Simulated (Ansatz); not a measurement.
Relaxation of CH$_{10}$BNSSi$_{2}$ (16 atoms, charge 0, multiplicity 1), to a largest force component of 0.02 eV/Å in at most 40 steps.

These are results of UHF/STO-3G (Ansatz), not measurements.

```xyz
16
Properties=species:S:1:pos:R:3:forces:R:3
Si 1.066 -2.073 -1.749 -1.77 1.61 -1.55
B 1.395 -1.633 0.106 1.01 0.42 1.58
N 1.365 -0.191 0.617 5.39 -3.60 -0.16
C 0.119 0.377 0.602 -8.31 0.95 0.39
S 0.070 2.011 1.358 -0.68 1.02 0.21
Si -2.036 2.382 1.079 -0.47 0.04 0.79
H -0.334 -1.621 -2.074 1.91 -0.85 0.27
H 1.208 -3.454 -2.002 0.04 -0.25 -0.27
H 1.960 -1.271 -2.575 -0.51 -0.74 0.38
H 1.735 -2.508 0.845 -0.52 0.83 -0.22
H 1.992 0.373 0.013 -0.27 -0.15 0.27
H -0.299 0.469 -0.426 0.11 -0.08 0.41
H -0.698 -0.256 1.171 2.62 1.02 -1.46
H -2.370 2.332 -0.339 0.15 0.06 0.93
H -2.810 1.316 1.786 0.85 1.40 -0.90
H -2.385 3.723 1.633 0.44 -1.69 -0.69
```

Q: Where does it end, and by what steps?

A: The forces met the threshold. Limits of this set-up: minimal basis. After 38 steps the energy has fallen by 2.641 eV; H11 moved furthest, 2.75 Å. The start is strongly strained (largest force component 8 eV/Å).

| step | energy less start (eV) | largest force component (eV/Å) | accepted |
| --- | --- | --- | --- |
| 0 | 0.0000 | 8.314 | yes |
| 2 | -1.0311 | 0.736 | yes |
| 4 | -1.4127 | 1.434 | yes |
| 6 | -1.8362 | 1.299 | yes |
| 8 | -2.1672 | 1.470 | yes |
| 10 | -2.4263 | 0.461 | yes |
| 12 | -2.4481 | 1.157 | no |
| 14 | -2.5322 | 0.083 | yes |
| 16 | -2.5442 | 0.394 | yes |
| 18 | -2.5744 | 0.326 | yes |
| 20 | -2.5945 | 0.298 | yes |
| 22 | -2.6100 | 0.210 | yes |
| 24 | -2.6209 | 0.385 | yes |
| 26 | -2.6336 | 0.122 | yes |
| 28 | -2.6364 | 0.088 | yes |
| 30 | -2.6380 | 0.094 | yes |
| 32 | -2.6397 | 0.098 | yes |
| 34 | -2.6407 | 0.035 | yes |
| 36 | -2.6413 | 0.041 | yes |
| 38 | -2.6415 | 0.010 | yes |

```xyz
16
Properties=species:S:1:pos:R:3
Si 1.520 -1.784 -2.043
B 1.118 -1.312 -0.178
N 0.011 -0.566 0.164
C -0.379 -0.141 1.525
S -0.036 1.593 1.922
Si -1.512 2.557 0.752
H 0.529 -1.289 -2.940
H 1.584 -3.197 -2.216
H 2.773 -1.245 -2.452
H 1.808 -1.659 0.689
H -0.635 -0.227 -0.552
H -1.437 -0.374 1.677
H 0.191 -0.745 2.229
H -1.258 2.414 -0.642
H -2.800 2.013 1.022
H -1.499 3.939 1.086
```

Whether the end is a true minimum wasn't checked by a vibrational analysis.

The run took 110 s on 1 thread of Arm Neoverse V1, on a shared host, peak memory 0.16 GiB.
